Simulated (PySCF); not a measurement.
# Broadened absorption spectrum of (OH)3Si-NH-SiH3

(OH)3Si-NH-SiH3.
Bonds: Si1–O2, Si1–O3, Si1–O4, Si1–N5, N5–Si6. Hydrogens: H7 on O2; H8 on O3; H9 on O4; H10 on N5; H11, H12, H13 on Si6.

Theory: PySCF 2.14.0, density-fitted response routines, TDDFT CAM-B3LYP/def2-SVPD, vertical, gas phase, core orbitals frozen in the response. The structure is a single PBE0-D3(BJ)/def2-SVP conformer in the gas phase; no vibrational or solvent corrections.

Each state is given a Gaussian of 0.4 eV full width at half maximum, with ε(max) = 2.175×10⁸ f / Δν̃ (Δν̃ the width in cm⁻¹). The width is an assumption, not a result. The curve ends short of the highest state used, and states not computed would add to its high-energy end.

(λ (nm), ε (L mol⁻¹ cm⁻¹)): (155.0, 5052), (157.3, 4797), (159.7, 4014), (162.1, 2957), (164.4, 1784), (166.8, 780), (169.1, 260), (171.5, 60), (173.8, 12), (176.2, 6), (178.6, 21), (180.9, 64), (183.3, 153), (185.6, 270), (188.0, 375), (190.3, 405), (192.7, 350), (195.1, 243), (197.4, 142), (199.8, 68), (202.1, 28), (204.5, 10), (206.8, 3), (209.2, 1)

(1) Locate the maxima and give the states behind the curve.

(2) Coming from long wavelengths, where does ε first pass 100 L mol⁻¹ cm⁻¹?

(3) On this curve, what absorbance would a 10⁻⁴ mol/L sample give at 193 nm over a 1 cm path?

Results:

(1) 190 nm (6.53 eV), ε about 410, made up of S1 (100%); 155 nm (7.98 eV), ε about 5100, made up of S4 (25%), S5 (14%) and S6 (40%) (ε in L mol⁻¹ cm⁻¹; maxima over ε = 5, shares over 10%). The states used: S1 6.53 eV (f 0.0060); S2 7.69 eV (f 0.032); S3 7.80 eV (f 0.0057); S4 7.94 eV (f 0.020); S5 7.98 eV (f 0.011); S6 8.05 eV (f 0.032); S7 8.23 eV (f 0.013); S8 8.37 eV (f 0.0051); S9 8.48 eV (f 0.037); S10 8.60 eV (f 0.121).

(2) At about 199 nm (6.24 eV), 0.28 eV below S1.

(3) 193 nm is 6.424 eV, where ε is about 340 L mol⁻¹ cm⁻¹, so A = ε c l ≈ 0.034 (Beer–Lambert, with the gas-phase spectrum and the assumed width).

Time: 45 s wall (with the writing of density and orbital grids); peak memory 0.96 GiB. Hardware: an Intel Xeon Platinum 8259CL at 2.50 GHz with one thread, shared host.
